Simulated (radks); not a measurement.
Values are calculated unless marked as measured or tabulated.
Q: Pt3+, 75 electrons, occupied as [Xe] 4f13 5d5 6s2 6p1 (not the ground configuration). Code: a radial shooting solver on a logarithmic mesh with Libxc functionals. Model: scalar-relativistic Kohn-Sham, r2SCAN, spin-polarised, spherical densities, finite nucleus; open shells are filled with parallel spins first (spin-orbit coupling, left out, can overturn this in heavy ions); meta-GGA in the generalised Kohn-Sham scheme; Fermi nuclear charge, rms radius 5.427 fm. Some entries of the table are withheld. Estimate them.

orbital  occ.  eigenvalue (eV)  <r> (bohr)  <r^2> (bohr^2)
1s up       1        -78559.94     0.01715       0.0004063
1s down     1        -78559.92     0.01715       0.0004063
2s up       1        -13883.22     0.07235        0.006202
2s down     1        -13882.48     0.07235        0.006202
2p up       3        -12039.58     0.06524        0.005204
2p down     3        -12038.98     0.06523        0.005204
3s up       1        -3323.476      0.1869         0.03998
3s down     1        -3322.355      0.1869         0.03996
3p up       3        -2784.209      0.1881         0.04102
3p down     3        -2783.012      0.1880         0.04100
3d up       5        -2197.756      0.1705         0.03404
3d down     5        -2196.524      0.1705         0.03403
4s up       1        -771.2001      0.4140          0.1933
4s down     1        -768.9131      0.4143          0.1935
4p up       3        -592.9427      0.4401          0.2200
4p down     3        -590.7935      0.4403          0.2202
4d up       5        -375.4574      0.4653          0.2501
4d down     5        -373.2194      0.4654          0.2501
5s up       1        -159.8830      0.9347          0.9777
5s down     1        -155.1485      0.9273          0.9623
4f up       7        -134.2798      0.5048          0.3079
4f down     6        -131.7407      0.5032          0.3053
5p up       3        -111.2783       1.060           1.263
5p down     3        -105.7632       1.051           1.245
5d up       5              (1)       1.353           2.094
5d down     0              (2)       1.368           2.159
6s up       1         -39.9511       2.150           5.156
6s down     1         -36.5889       2.228           5.518
6p up       1         -28.3129       2.554           7.281
6p down     0         -25.8858       2.604           7.536

A: 
(1) 5d up eigenvalue (eV): -53.6386
(2) 5d down eigenvalue (eV): -47.7129
